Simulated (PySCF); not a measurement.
## Se (selenium, neutral) across methods

[Ar] 3d10 4s1 4p5, 4s spin antiparallel (an excited configuration). Calculation: PySCF 2.14, in aug-cc-pVTZ-PP with one added diffuse shell each of s, d, f type with ECP10MDF (7s5p5d3f, 68 functions); a scalar-relativistic core potential. The B2PLYP total includes its PT2 part (frozen core); its orbital energies are those of the SCF part.

```csv
method,E (hartree),mean ε 4s β (eV),mean ε 4p β (eV),mean ε 4p α (eV),Σ⟨r²⟩ (bohr²),⟨S²⟩
PBE0,-372.6406,-20.142,-8.452,-8.057,41.86,1.005
B2PLYP,-372.2846,-22.107,-9.650,-8.692,42.32,1.008
UHF,-371.33207,-25.380,-11.874,-9.813,42.98,1.025
CAM-B3LYP,-372.6506,-21.828,-9.769,-9.258,41.97,1.003
r2SCAN,-372.5525,-18.857,-7.520,-7.370,41.59,1.006
BP86,-372.8541,-18.302,-7.206,-7.241,41.78,1.002
r2SCANh,-372.5455,-19.577,-8.014,-7.708,41.65,1.007
LDA,-372.1463,-18.452,-7.181,-7.253,41.79,1.001
PBE,-372.6925,-18.154,-7.097,-7.133,41.89,1.002
```

Energies and moments cover only the electrons outside the core potential. With the s spin flipped the determinant is a mixture of two multiplicities, not a spectroscopic state.
